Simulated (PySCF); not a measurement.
SMILES [Zn]([GeH3])[SiH3], B3LYP/def2-SVP optimised geometry.

```
9

Zn    -1.51    -2.00    -1.86
Si    -2.44    -3.23    -3.71
H     -3.90    -3.53    -3.51
H     -1.76    -4.55    -3.90
H     -2.32    -2.49    -5.00
Ge    -0.56    -0.75     0.00
H      0.99    -0.75     0.00
H     -0.99     0.75     0.00
H     -0.99    -1.31     1.38
```

Density from B3LYP/def2-TZVP run with PySCF at that geometry.

Minimum of the electron density along straight lines between bonded atoms, close to the bond critical point (lines longer than 1.1 times the sum of covalent radii, or with two minima, are not listed):

```json
[
 {"bond": "Zn1–Si2", "length / Å": "2.409", "ρ at the minimum / e bohr⁻³": "0.071", "∇²ρ there / e bohr⁻⁵": "___", "position (fraction from the first atom)": "0.47"},
 {"bond": "Si2–H3", "length / Å": "1.498", "ρ at the minimum / e bohr⁻³": "0.116", "∇²ρ there / e bohr⁻⁵": "0.15", "position (fraction from the first atom)": "0.49"},
 {"bond": "Si2–H4", "length / Å": "1.498", "ρ at the minimum / e bohr⁻³": "0.116", "∇²ρ there / e bohr⁻⁵": "0.15", "position (fraction from the first atom)": "0.49"},
 {"bond": "Si2–H5", "length / Å": "1.498", "ρ at the minimum / e bohr⁻³": "0.116", "∇²ρ there / e bohr⁻⁵": "0.15", "position (fraction from the first atom)": "0.49"},
 {"bond": "Zn1–Ge6", "length / Å": "2.435", "ρ at the minimum / e bohr⁻³": "0.070", "∇²ρ there / e bohr⁻⁵": "___", "position (fraction from the first atom)": "0.46"},
 {"bond": "Ge6–H7", "length / Å": "1.551", "ρ at the minimum / e bohr⁻³": "0.128", "∇²ρ there / e bohr⁻⁵": "0.06", "position (fraction from the first atom)": "0.59"},
 {"bond": "Ge6–H8", "length / Å": "1.551", "ρ at the minimum / e bohr⁻³": "0.128", "∇²ρ there / e bohr⁻⁵": "0.06", "position (fraction from the first atom)": "0.59"},
 {"bond": "Ge6–H9", "length / Å": "1.551", "ρ at the minimum / e bohr⁻³": "0.128", "∇²ρ there / e bohr⁻⁵": "0.06", "position (fraction from the first atom)": "0.59"}
]
```

### Question
Fill in the missing entries.

### Answer

- Zn1–Si2, ∇²ρ there / e bohr⁻⁵: 0.00
- Zn1–Ge6, ∇²ρ there / e bohr⁻⁵: 0.02
